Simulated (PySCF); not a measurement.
## Radial density of As⁺ (arsenic, charge +1)

UHF, [Ar] 3d10 4s2 4p2, high-spin 3P determinant. All numbers are calculated (PySCF 2.14, scalar relativity by spin-free X2C-1e, in x2c-QZVPPall with one added diffuse shell each of s, p, d, f type (12s9p6d5f1g, 113 functions)).

```
r (bohr)  4πr²ρ (e/bohr)  4πr²(ρα − ρβ)
0.000778          0.3017         0.0000
 0.00131          0.7546         0.0000
 0.00220           1.847         0.0000
 0.00370           4.368        -0.0001
 0.00623           9.712        -0.0001
  0.0105           19.43        -0.0001
  0.0176           32.50         0.0009
  0.0297           40.72         0.0063
  0.0499           35.69         0.0262
  0.0839           35.30         0.0619
   0.141           47.75         0.0440
   0.237           30.63        -0.0169
   0.399           28.13         0.1243
   0.671           24.11         0.0011
    1.13           5.822         0.3283
    1.90           2.447         1.0594
    3.20          0.6200         0.4131
    5.37         0.01835         0.0156
```

Densities and radii are taken from the X2C orbitals without a picture-change correction, which distorts them close to the nucleus.

(1) Where is the radial spin density 4πr²(ρα − ρβ) most negative, and why is it negative at all?

## Answers

(1) Around r = 0.237 bohr, down to -0.0169 e/bohr: exchange with the open shell polarises the paired shells in an unrestricted calculation.
